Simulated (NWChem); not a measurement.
TiH2OClF3; SMILES [F][Ti]([F])([Cl])([F])<-[OH2]

```xyz
8

Ti     0.0856     0.0632     0.0176
F      1.4565     0.2204     1.0853
F     -1.4825     0.5103     0.7009
F      0.3818     0.4528    -1.6816
Cl    -0.1407    -2.1327    -0.1080
O      0.1698     2.3992     0.0253
H     -0.7313     2.6717     0.2901
H      0.2359     2.6350    -0.9216
```
Atoms are numbered in this order, from 1.

Level: PBE-D3(BJ)/def2-SVP (NWChem), optimised geometry, unscaled harmonic frequencies. 

Q: List the harmonic frequencies with IR intensities, and the thermochemistry.

A: 
| frequency (cm⁻¹) | IR intensity (km/mol) |
|---|---|
| 99 | 1.8 |
| 109 | 0.3 |
| 176 | 14.3 |
| 198 | 8.4 |
| 210 | 6.3 |
| 214 | 7.7 |
| 227 | 44.3 |
| 227 | 43.2 |
| 273 | 13.6 |
| 435 | 364.7 |
| 487 | 85.9 |
| 534 | 7.4 |
| 677 | 43.2 |
| 785 | 176.1 |
| 807 | 188.4 |
| 1566 | 68.9 |
| 3661 | 47.0 |
| 3759 | 92.8 |

```json
{
 "zero_point_energy": "20.6 kcal/mol",
 "thermal correction to the enthalpy at 298.15 K (with zero-point energy)": "26.9 kcal/mol",
 "heat capacity Cv": "28.6 cal/(mol K)",
 "entropy at 298.15 K and 1 atm (symmetry number 1)": "93.0 cal/(mol K)",
 "dipole_moment": "3.99 D"
}
```

Rigid rotor and harmonic oscillator; modes under 100 cm⁻¹ make the entropy uncertain.
